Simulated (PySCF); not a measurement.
A structure optimised at PBE-D3(BJ)/def2-SVP, used in a PySCF frequency run:

```
Al
O 1 1.7158
H 2 0.9704 1 123.00
C 1 1.9435 2 119.42 3 180.00
H 4 1.1082 1 110.98 2 0.00
H 4 1.1096 5 108.53 1 122.07
H 4 1.1096 5 108.53 6 115.87
Br 1 2.2828 2 118.70 3 0.00
```
Charge 0, spin multiplicity 1.

### Question
Write its SMILES, formula and point group.

### Answer
[CH3][Al]([OH])[Br], CH4AlBrO, Cs

### Question
What are its rotational constants (standard atomic weights)?

### Answer
5.7146, 1.8082, 1.3857 GHz
